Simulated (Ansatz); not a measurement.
CdFH$_{6}$NSi$_{2}$, SMILES `[F][Cd][N]([SiH3])[SiH3]` at its PBE0-D4/def2-TZVP geometry, where that method's forces vanish. The species carries charge 0 and has multiplicity 1. Cd takes the def2 core potential.

```xyz
11

F    -0.2207    4.0577    0.5968
Cd   -0.1198    2.1521    0.3188
N    -0.0295    0.1715    0.0421
Si    1.0075   -0.7424    1.0712
Si   -0.9380   -0.5059   -1.2562
H     1.4742    0.1383    2.1808
H     0.2927   -1.9127    1.6527
H     2.2126   -1.2575    0.3610
H    -1.8509    0.5424   -1.7968
H    -1.7533   -1.6641   -0.7951
H    -0.0748   -0.9793   -2.3754
```

Q: What forces (eV/Å) does B3LYP-D4/def2-TZVPP give on these atoms in Ansatz? (Best estimate.)

A: Ansatz gave: 
```
F1  -0.008  0.137  0.021
Cd2 -0.002  0.092  0.011
N3   0.005 -0.130 -0.017
Si4  0.147 -0.099  0.162
Si5 -0.142 -0.064 -0.183
H6  -0.030 -0.069 -0.076
H7   0.048  0.077 -0.041
H8  -0.081  0.031  0.045
H9   0.062 -0.080  0.034
H10  0.056  0.076 -0.031
H11 -0.055  0.028  0.076
```

B3LYP here is the variant with VWN-RPA as its local correlation; programs differ in this.
